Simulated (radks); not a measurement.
Task: Valence configurations of Cu3+ (all share [Ar]). All-electron calculation, non-relativistic Kohn-Sham, PBE, spin-unpolarised, spherical densities, point nucleus. Program: a radial shooting solver on a logarithmic mesh with Libxc functionals. Order these by energy: 3d7.5 4s0.5; 3d7 4s1; 3d5.5 4s2 4p0.5; 3d6 4s2; 3d6.5 4s1 4p0.5; 3d6 4p2; 3d7 4p1; 3d6.5 4s1.5; 3d8; 3d7.5 4p0.5.

Result: From the lowest, in eV above it: 3d8 0.000; 3d7.5 4s0.5 8.243; 3d7.5 4p0.5 12.405; 3d7 4s1 17.890; 3d7 4p1 26.494; 3d6.5 4s1.5 29.026; 3d6.5 4s1 4p0.5 33.451; 3d6 4s2 41.736; 3d6 4p2 60.058; 3d5.5 4s2 4p0.5 60.800. NIST lists [Ar] 3d8 as the ground configuration; this level of theory agrees among the configurations tried. The energies are those of spherical spin-averaged densities, not of single terms.
